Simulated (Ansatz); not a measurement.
The first iterations of a band of CH6BNOSi (11 atoms, charge 0, multiplicity 1).

Computed with RKS r2SCAN-D4/def2-SVP in Ansatz.

* movable images: 1
* climbing image: yes
* spring: 5.0 eV/Å²
* optimiser: quadratic models (default)
* start path: IDPP
* force threshold: 0.03 eV/Å
* iteration limit: 60
* end points: relaxed

Initial state:

```xyz
11
Properties=species:S:1:pos:R:3
C -1.333 -1.743 0.459
B -0.351 -0.538 0.460
O 0.906 -0.377 0.912
Si 0.423 1.195 0.163
N 1.284 1.709 -1.223
H -2.278 -1.475 0.961
H -0.898 -2.623 0.959
H -1.604 -2.018 -0.574
H 0.618 2.244 1.199
H 2.094 2.318 -1.172
H 1.204 1.250 -2.123
```

Final state:

```xyz
11
Properties=species:S:1:pos:R:3
C -1.335 -1.742 0.457
B -0.353 -0.537 0.459
O 0.901 -0.373 0.917
Si 0.420 1.197 0.160
N 1.290 1.708 -1.222
H -2.277 -1.475 0.965
H -0.898 -2.624 0.953
H -1.612 -2.014 -0.575
H 0.609 2.248 1.194
H 1.219 1.242 -2.120
H 2.102 2.314 -1.166
```

| iteration | highest image above the first end (eV) | largest band force component (eV/Å) |
| --- | --- | --- |
| 1 | 0.371 | 0.591 |
| 2 | 0.312 | 0.332 |

Problem. Does the band converge within its limit, and where does its top end?

Solution. The forces met the threshold. It ended after 8 iterations with the highest image 0.270 eV above the first end. The dihedral O3–Si4–N5–H10 jumps by 99° between images 0 and 1, so the path isn't resolved there. Another band between the same ends (9 images) ends at a top of the same energy, where a vibrational analysis finds 1 clearly imaginary mode. So few images can step over the top or miss a turn of the path.

The run took 18 s on 2 threads of AMD EPYC 9R14 (Zen 4), with other jobs on the host, peak memory 0.17 GiB.
